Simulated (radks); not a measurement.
Values are calculated unless marked as measured or tabulated.
Excited configurations of Pt72+: one electron is placed in a higher orbital outside [He] 2s2 2p1. The ground configuration is [He] 2s2 2p2. Level of theory: scalar-relativistic Kohn-Sham, LDA (Slater exchange, Perdew-Wang correlation), spin-polarised, spherical densities, finite nucleus; open shells are filled with parallel spins first (spin-orbit coupling, left out, can overturn this in heavy ions); Fermi nuclear charge, rms radius 5.427 fm (a radial shooting solver on a logarithmic mesh with Libxc functionals). Excitation = E - E(ground); binding = E(ion) - E, where the ion is the core of charge +73; n* = 73/sqrt(2 binding) in atomic units. These energies are relativistic, and a one-electron ion of charge +73 with no core already has n* below n in this formula (scalar-relativistic equation, point nucleus: 4p 3.932, 5d 4.964, 7s 6.862, 7p 6.920, 7f 6.975).

outer orbital	excitation (eV)	binding (eV)	n*	eigenvalue (eV)
4p	14806.2	4770.0	3.899	-4740.1
5d	16615.0	2961.2	4.948	-2942.4
7s	18009.7	1566.4	6.803	-1557.8
7p	18046.4	1529.7	6.885	-1521.2
7f	18082.3	1493.9	6.967	-1484.7

The Delta-SCF ionisation energy is 19576.2 eV (NIST Atomic Spectra Database: 20840 eV, theoretical). Self-interaction in the functional shifts the binding energies and quantum defects, so they are the method's values and not measured ones. Open shells are spherical and high-spin; term and fine-structure splittings are not resolved. Spin-orbit splitting is averaged out at the scalar-relativistic level.
